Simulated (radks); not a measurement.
Results of a calculation; reference values are marked as such.
Er49+, configuration [Ar] 3d1. Level of theory: non-relativistic Kohn-Sham, LDA (Slater exchange, Perdew-Wang correlation), spin-unpolarised, spherical densities, point nucleus; relativity is left out, which matters for an element this heavy (a radial shooting solver on a logarithmic mesh with Libxc functionals).

Unscreened Slater integrals over Kohn-Sham orbitals (cm^-1).

\begin{tabular}{lr}
integral & value \\ \hline
F0(3d,3d) & 1075100 \\
F2(3d,3d) & 559140 \\
F4(3d,3d) & 362540 \\
F0(3d,3p) & 979330 \\
F2(3d,3p) & 467540 \\
G1(3d,3p) & 478490 \\
G3(3d,3p) & 325870 \\
F0(3d,3s) & 945880 \\
G2(3d,3s) & 338830 \\
F0(3d,2p) & 1351700 \\
F2(3d,2p) & 430040 \\
G1(3d,2p) & 411360 \\
G3(3d,2p) & 238280 \\
F0(3p,3p) & 923790 \\
F2(3p,3p) & 465440 \\
F0(3p,3s) & 895960 \\
G1(3p,3s) & 570560 \\
F0(3p,2p) & 1218300 \\
F2(3p,2p) & 314580 \\
G0(3p,2p) & 122680 \\
G2(3p,2p) & 136690 \\
F0(3s,3s) & 873540 \\
F0(3s,2p) & 1145300 \\
G1(3s,2p) & 118360 \\
F0(2p,2p) & 2515300 \\
F2(2p,2p) & 1206300 \\
\end{tabular}

Derived for the open shells (J is the average intra-shell exchange parameter used in DFT+U). 3d: Racah B = F2/49 - 5 F4/441 = 7301 cm^-1, C = 35 F4/441 = 28770 cm^-1, C/B = 3.94, F4/F2 = 0.648, J = (F2 + F4)/14 = 65830 cm^-1.
